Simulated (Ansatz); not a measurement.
The same group exchange along the group O, S, Se.

Computed with Ansatz on PBE0-D4/def2-TZVP structures; ΔE is electronic, products minus reactants. CCSD(T)/CBS adds triple-zeta CCSD(T) − MP2 to the extrapolated MP2 energy (def2 sets, frozen cores). This one scheme is used for every species. DFT in def2-TZVPP. For Ge, Se outer-core shells are correlated without core-valence functions, which leaves a few kJ/mol of doubt a bond. Scalar relativity is left out up to krypton. Each species was taken in one conformer, which may not be the lowest.

```json
{"reaction": "`[OH][GeH]([Cl])[Cl]` + GeH₄ → `[Cl][GeH]([Cl])[GeH3]` + H₂O", "B2PLYP (kJ/mol)": "12", "ωB97X-V (kJ/mol)": "13", "B97M-V (kJ/mol)": "20", "CCSD/CBS(def2) (kJ/mol)": "2"}
{"reaction": "`[SH][GeH]([Cl])[Cl]` + GeH₄ → `[Cl][GeH]([Cl])[GeH3]` + H₂S", "B2PLYP (kJ/mol)": "13", "ωB97X-V (kJ/mol)": "14", "B97M-V (kJ/mol)": "23", "CCSD/CBS(def2) (kJ/mol)": "10"}
{"reaction": "`[Cl][GeH]([Cl])[SeH]` + GeH₄ → `[Cl][GeH]([Cl])[GeH3]` + H₂Se", "B2PLYP (kJ/mol)": "25", "ωB97X-V (kJ/mol)": "25", "B97M-V (kJ/mol)": "30", "CCSD/CBS(def2) (kJ/mol)": "23"}
```

Q: Give the CCSD(T)/CBS values in the same order. (An estimate is asked.)

A: Ansatz gave: 2, 11, 24 kJ/mol.

Largest T1 diagnostic: 0.012, for GeH₄.
